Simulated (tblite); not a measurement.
Compound: C₆H₈OP (charge -1).
Numbering: `[CH3:1][O:2][c:3]1[cH:4][p-:5][cH:6][c:7]1[CH3:8]` (hydrogens: H9, H10, H11 on C1; H12 on C4; H13 on C6; H14, H15, H16 on C8)

Structure used (GFN2-xTB), in Å, numbered top down from 1:
```xyz
16
C6H8OP angstrom
C     -2.5057    0.0563    0.0346
O     -1.2347    0.5947    0.1869
C     -0.1723   -0.2890   -0.0897
C     -0.2673   -1.6010   -0.4897
P      1.3055   -2.3313   -0.7219
C      2.0572   -0.8269   -0.2673
C      1.1516    0.1674    0.0411
C      1.5063    1.5608    0.4651
H     -2.6879   -0.2814   -0.9961
H     -2.6733   -0.7977    0.7071
H     -3.2170    0.8498    0.2812
H     -1.1799   -2.1548   -0.6528
H      3.1305   -0.6992   -0.2341
H      1.1050    1.7785    1.4583
H      2.5891    1.6871    0.4915
H      1.0855    2.2957   -0.2258
```

Structure optimised with GFN2-xTB, isolated species.

Take the most abundant isotopes and a rigid rotor. The values belong to one conformer with, in the numbering `[CH3:1][O:2][c:3]1[cH:4][p-:5][cH:6][c:7]1[CH3:8]`, C1–O2–C3–C4 0°.

Question: Give the principal moments of inertia and the rotational constants in GHz.

Answer: Ia = 198.40, Ib = 330.61, Ic = 522.69 u·Å²; 505379 MHz·u·Å²/I gives 2547, 1529 and 966.9 MHz, that is A = 2.5472, B = 1.5286, C = 0.9669 GHz.

Question: What kind of rotor is it?

Answer: An asymmetric top; Ray's κ = -0.289.

Question: What does the inertial defect say?

Answer: Not planar: Δ = Ic − Ia − Ib = -6.32 u·Å². For a rigid frame Δ = −2 Σ m c², so Σ m c² = 3.16 u·Å² lies off the ab plane, practically all of it from hydrogen. The atom farthest from that plane is 0.89 Å away.

Question: Give the other two planar moments, Paa and Pbb, and the rms extents of the mass along the axes.

Answer: Paa = Σ m a² = (Ib + Ic − Ia)/2 = 327.45 and Pbb = Σ m b² = (Ia + Ic − Ib)/2 = 195.24 u·Å². With the mass M = 127.03 u, the rms extents √(P/M) along a, b and c are 1.61, 1.24, 0.16 Å.

Question: Where do the levels up to J = 5 lie, in MHz?

Answer: Above 0(0,0):
J = 1: 1(0,1) 2496, 1(1,1) 3514, 1(1,0) 4076
J = 2: 2(0,2) 7310, 2(1,2) 7943, 2(1,1) 9629, 2(2,1) 12684, 2(2,0) 12861
J = 3: 3(0,3) 14183, 3(1,3) 14490, 3(1,2) 17824, 3(2,2) 20171, 3(2,1) 20962, 3(3,1) 26766, 3(3,0) 26802
J = 4: 4(0,4) 22955, 4(1,4) 23080, 4(1,3) 28457, 4(2,3) 30013, 4(2,2) 32006, 4(3,2) 37017, 4(3,1) 37257, 4(4,1) 45887, 4(4,0) 45894
J = 5: 5(0,5) 33612, 5(1,5) 33657, 5(1,4) 41239, 5(2,4) 42102, 5(2,3) 45869, 5(3,3) 49818, 5(3,2) 50662, 5(4,2) 58753, 5(4,1) 58807, 5(5,1) 70092, 5(5,0) 70093
Those of J = 1 are B + C, A + C and A + B.

Question: Estimate the classical rotational partition function at 10 K, 50 K and 298.15 K.

Answer: Point group Cs, symmetry number σ = 1; q = (√π/σ)·√((kT/h)³/(ABC)), k/h = 20836.6 MHz/K: 2750 at 10 K, 30700 at 50 K, 447000 at 298.15 K.

Its GFN2-xTB frequencies are all real (lowest 42 cm⁻¹). No vibrational averaging or centrifugal distortion is included, and the geometry carries the error of its method.

These are computed values.
